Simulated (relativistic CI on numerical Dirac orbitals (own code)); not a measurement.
# L2,3 absorption of cobalt in several valence states

Computed multiplet spectra 2p⁶3dⁿ → 2p⁵3dⁿ⁺¹ (Dirac-Coulomb-Breit ions, Slater integrals scaled by 0.8, an assumed crystal field that grows with the charge, no charge transfer; 300 K; Lorentzian 0.4 eV and Gaussian 0.3 eV FWHM at both edges, so that L2 comes out sharper than in experiment). Peaks over 5 % are given in eV from the highest peak in the L3 region of each spectrum (height, largest 100). S of the lowest state is read from ⟨S²⟩, and the branching ratio is the share of L3, cut at the minimum between the edges.

Field parameters in Wybourne normalisation: Td as Oh with Dq negative (B⁴₀ = 21Dq, B⁴₄ = √(5/14) B⁴₀). The field is a parameter set, without covalency.

- Co2+ (d7, Td, 10Dq = -4450 cm⁻¹): S = 1.50, high spin, branching ratio 0.76; peaks -0.6 (99), 0.0 (100), 1.3 (57), 2.3 (25), 3.6 (15), 15.2 (59), 17.0 (13), 17.8 (10)
- Co3+ (d6, Td, 10Dq = -5750 cm⁻¹): S = 2.00, high spin, branching ratio 0.75; peaks -2.9 (8), -0.7 (96), 0.0 (100), 0.9 (65), 2.7 (32), 4.4 (14), 13.0 (12), 14.5 (28), 15.4 (32), 16.9 (11), 17.9 (10), 18.5 (7)
- Co4+ (d5, Td, 10Dq = -7050 cm⁻¹): S = 2.50, high spin, branching ratio 0.76; peaks -2.3 (7), 0.0 (100), 1.5 (42), 4.8 (13), 14.0 (11), 14.8 (18), 16.5 (20), 17.1 (24)
- Co5+ (d4, Td, 10Dq = -8350 cm⁻¹): S = 2.00, high spin, branching ratio 0.70; peaks -4.3 (7), -3.6 (9), -2.9 (9), -2.1 (14), 0.0 (100), 0.8 (75), 2.4 (51), 3.3 (43), 3.8 (43), 7.6 (6), 9.7 (25), 11.5 (17), 13.2 (16), 15.4 (29), 16.3 (27), 16.9 (24), 18.3 (12), 19.2 (11)

The centroid of the whole edge, which also moves with the branching ratio, lies at 784.7 (Co2+), 787.5 (Co3+), 791.2 (Co4+), 795.7 (Co5+) eV in this ionic model, in steps of 2.8 to 4.5 eV. Compounds show about 1 to 2 eV a unit and lower energies for the high valences, since ligands screen the charge. The multiplet shape follows the d count and the spin state, and so serves as a fingerprint of valence.
